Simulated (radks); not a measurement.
Effect of the nuclear size on the titanium ion Ti3+, [Ar] 3d1. All-electron calculation, Dirac Kohn-Sham, BLYP, spin-unpolarised, spherical densities, finite nucleus; open shells are shared between the two j in proportion to 2j + 1; Fermi nuclear charge, rms radius 3.5921 fm. Program: a radial shooting solver on a logarithmic mesh with Libxc functionals. The rms radius is varied about that value; shifts are against it.

| rms radius (fm) | total energy shift (eV) | density at nucleus (e/bohr^3) | 1s1/2 shift (meV) | 2s1/2 shift (meV) | 3s1/2 shift (meV) |
|---|---|---|---|---|---|
| 2.9922 | -0.0150 | 8546 | -6.33 | -0.529 | -0.073 |
| 3.4125 | -0.00476 | 8511 | -2.01 | -0.168 | -0.023 |
| 3.5921 | 0 | 8497 | 0.000 | 0.000 | 0.000 |
| 3.7861 | 0.00541 | 8484 | 2.29 | 0.191 | 0.026 |
| 4.2997 | 0.0210 | 8450 | 8.90 | 0.743 | 0.103 |

Slopes of the eigenvalues against <r^2> in GHz/fm^2, as finite differences over the two radii next to the reference (eigenvalue slopes, not the field-shift constants of lines): 1s1/2 386, 2s1/2 32.3, 3s1/2 4.48.
